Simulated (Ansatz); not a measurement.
The molecule ZrF, multiplicity 4 (an upper state: multiplicity 2 came lower at CCSD(T)/def2-TZVPP on PBE0 minima). No spin–orbit coupling.

The constants come from a fifth-degree fit in 1/R (seven points, main isotopes). Runs in def2 and cc sets follow the lowest solution found near the PBE0 minimum.

Correlated levels freeze the inner cores; with def2 sets outer-core shells near the valence are correlated too.

The values were computed with Ansatz (Gaussian basis) for Hartree–Fock, density functionals and correlated methods.  In def2 rows elements past Kr take small-core potentials, without spin–orbit coupling.

```csv
level,r_e (Å),ω_e (cm⁻¹),ω_e x_e (cm⁻¹),dipole (D)
PBE/def2-TZVPP,1.888,627,1.8,2.79
PBE0/def2-TZVPP,1.886,…,2.7,2.94
wB97X-V/def2-TZVPP,1.904,621,2.6,2.70
CCSD/def2-TZVPP,1.905,620,2.5,-
CCSD(T)/def2-TZVPP,…,…,2.6,-
```

Problem. Fill in the missing entries.

Solution. 
- CCSD(T)/def2-TZVPP, r_e (Å): 1.900
- CCSD(T)/def2-TZVPP, ω_e (cm⁻¹): 625
- PBE0/def2-TZVPP, ω_e (cm⁻¹): 633

Ansatz is an electronic-structure program.
